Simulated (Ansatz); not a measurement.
Reaction (ligand exchange at a B–O bond): `[OH][AlH][O]B(F)Cl` + H–F → `FB(F)Cl` + `[OH][AlH][OH]`

Computed with Ansatz on PBE0-D4/def2-TZVP structures; ΔE is electronic, products minus reactants. CCSD(T)/CBS is the MP2 limit (def2-TZVPP, def2-QZVPP) plus CCSD(T) − MP2 in def2-TZVPP, frozen cores. This one scheme is used for every species. Functionals use def2-TZVPP. B3LYP here is the variant with VWN-RPA as its local correlation; programs differ in this. One conformer a species, not always the lowest.

| level | ΔE (kJ/mol) |
| --- | --- |
| PBE-D4 | 4.0 |
| PBE0-D4 | 8.6 |
| B3LYP-D4 | 8.1 |
| CAM-B3LYP-D4 | 6.3 |
| BLYP | -3.1 |
| r2SCAN | 2.0 |
| r2SCANh | 3.6 |
| RPA@PBE/def2-TZVPP | 5.9 |

(1) What does CCSD(T)/CBS give? (Best estimate.)

(2) What do rigid-rotor, harmonic-oscillator terms from PBE0-D4/def2-TZVP frequencies (298.15 K, 1 bar) make of the CCSD(T)/CBS value? (Estimate.)

Largest T1 diagnostic among the species: 0.012.

Results:

(1) The calculation gave: +10.8 kJ/mol. The listed levels differ from it by -6.8, -2.2, -2.7, -4.5, -13.9, -8.8, -7.2, -4.9 kJ/mol.

(2) The calculation gave: ΔZPE = +4.2 kJ/mol, ΔH = +10.7 kJ/mol, ΔS = -12 J/(mol·K), ΔG = +14.3 kJ/mol. Modes under 50 cm⁻¹ make the entropy rough.

From PBE to PBE0 (25 % exact exchange), in def2-TZVPP and without D4, ΔE moves by +4.9 kJ/mol. At CCSD(T), def2-SVP lies −4.3 kJ/mol from the extrapolated value and def2-TZVPP −2.9 kJ/mol. The D4 term adds +6.7 kJ/mol with B3LYP and +3.9 kJ/mol with PBE0; it sums over pairs of atoms, weighted by their polarisabilities, and B3LYP, whose exchange is more repulsive, gets the larger term.

CCSD(T)/CBS has its own doubt, a few kJ/mol and more with outer-core shells, so smaller differences from it don't rank the levels.
